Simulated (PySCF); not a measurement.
Species: [FeO4]2- (charge -2 and triplet state).
Geometry (PBE0-D3(BJ)/def2-SVP, Å), atoms numbered from 1 in this order:
```xyz
5
FeO4 angstrom
Fe     0.0144   -0.0219   -0.0123
O      0.0281   -0.0493    1.6227
O      1.5507   -0.0333   -0.5672
O     -0.7422    1.3324   -0.5305
O     -0.7762   -1.3384   -0.5748
```

Method: PySCF, PBE0-D3(BJ)/def2-SVP geometry optimisation, gas phase.

Masses are those of the commonest isotopes; rigid-rotor values at the optimised geometry. 

Problem. Give the principal moments of inertia and the rotational constants in GHz.

Solution. Ia = 113.92, Ib = 113.95, Ic = 114.18 u·Å²; 505379 MHz·u·Å²/I gives 4436, 4435 and 4426 MHz, that is A = 4.4363, B = 4.4351, C = 4.4264 GHz.

Problem. What kind of rotor is it?

Solution. A spherical top, as the point group Td requires three equal moments; the computed ones differ by 0.22 % because the geometry is symmetric only within the optimiser's tolerance.

The point group Td allows no dipole (computed: 0.01 D (about the centre of mass, as the species is charged)), so a rigid rotor has no electric-dipole lines.

Problem. Estimate the classical rotational partition function at 10 K, 100 K and 298.15 K.

Solution. Point group Td, symmetry number σ = 12; q = (√π/σ)·√((kT/h)³/(ABC)), k/h = 20836.6 MHz/K: 47.6 at 10 K, 1510 at 100 K, 7750 at 298.15 K.

For this open shell read J as N, the rotation without spin; fine and hyperfine splittings come on top. No PBE0-D3(BJ)/def2-SVP frequencies stand behind this structure, so it isn't proved a minimum. ⟨S²⟩ = 2.053 (exact for a triplet: 2.00). Whether so highly charged an anion holds all its electrons in the gas phase wasn't checked; a finite basis holds them in any case. No counter-ion or solvent screens the charge of this multiply charged ion. No vibrational averaging or centrifugal distortion is included, and the geometry carries the error of its method.
